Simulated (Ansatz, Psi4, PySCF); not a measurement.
C3H9Ga, singlet, at a GFN2-xTB geometry (such geometries of metal compounds can be far from the true shape). Base run: REVPBE/def2-SVP in PySCF.

The PySCF input:
```python
from pyscf import gto, scf, dft

mol = gto.Mole()
mol.atom = '''
    Ga    0.000005    0.000078    0.000017
    C    -1.416061   -1.467775   -0.159925
    H    -1.481535   -1.839897   -1.186616
    H    -2.406758   -1.088451    0.107454
    H    -1.192636   -2.316577    0.492090
    C    -0.187610    1.724865   -1.084127
    H     0.685476    1.884087   -1.723816
    H    -0.265825    2.595183   -0.425788
    H    -1.074878    1.705367   -1.722777
    C     1.603641   -0.257273    1.244028
    H     2.258030    0.618647    1.245427
    H     2.200285   -1.122707    0.940833
    H     1.277856   -0.436963    2.272804
'''
mol.basis = 'def2-svp'
mol.charge = 0
mol.spin = 0
mol.verbose = 4
mol.build()

mf = dft.RKS(mol)
mf.xc = 'revpbe'
mf.kernel()
```

The same geometry, method and basis name were run in Ansatz (an electronic-structure program) and Psi4 and PySCF, at each program's defaults and at the settings that a row names. The base is PySCF at its defaults. Differences at the defaults can come from grids, fitting, cores and function types together.

| code and settings | ΔE vs base (mEh) | basis functions | E (Eh) | SCF cycles |
|---|---|---|---|---|
| PySCF, defaults (exact integrals, its default grid, spherical functions) | 0.000 | 119 | -2044.07602 | 9 |
| Psi4, defaults (density fitting with its default set, its default grid, spherical functions) | -0.089 | 119 | -2044.07611 | 9 |
| Ansatz, defaults (factorised integrals, its default grid, spherical functions) | 0.002 | 119 | -2044.07601 | - |
| PySCF, density fitting with def2-universal-jkfit | -0.105 | 119 | -2044.07612 | 9 |
| PySCF, fine grid | 0.003 | 119 | -2044.07601 | 9 |
| Psi4, exact integrals, spherical functions, fine grid | 0.006 | 119 | -2044.07601 | 12 |
| Ansatz, high accuracy | 0.004 | 119 | -2044.07601 | - |
